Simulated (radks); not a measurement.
Q: These are the eigenvalues of the occupied orbitals of an atom or ion with whole-number occupations (hartree). All-electron calculation, Dirac Kohn-Sham, BLYP, spin-unpolarised, spherical densities, finite nucleus; Fermi nuclear charge, rms radius of each element as measured or else 0.836 A^(1/3) + 0.57 fm. Program: a radial shooting solver on a logarithmic mesh with Libxc functionals.

1s1/2: -1437.762
2s1/2: -241.1722
2p1/2: -228.3478
2p3/2: -213.1486
3s1/2: -62.60897
3p1/2: -57.21386
3p3/2: -54.21994
3d3/2: -44.80802
3d5/2: -44.16325
4s1/2: -22.72709
4p1/2: -20.66177
4p3/2: -19.92701
4d3/2: -16.48740

Which element is it, and in what charge state? The configuration may be excited. Open shells, if any, fill j = l - 1/2 first.

A: Z = 57, lanthanum, charge +17: La17+ in [Kr] 4d4. The list shows which subshells hold electrons but not how many an open one holds; the 1s level, -1437.8 hartree, gives Z - s = 53.6 by -(Z - s)^2/2, which with screening and relativity narrows Z to a few neighbours, and the depths of the outer levels then fix element, charge and occupations together.
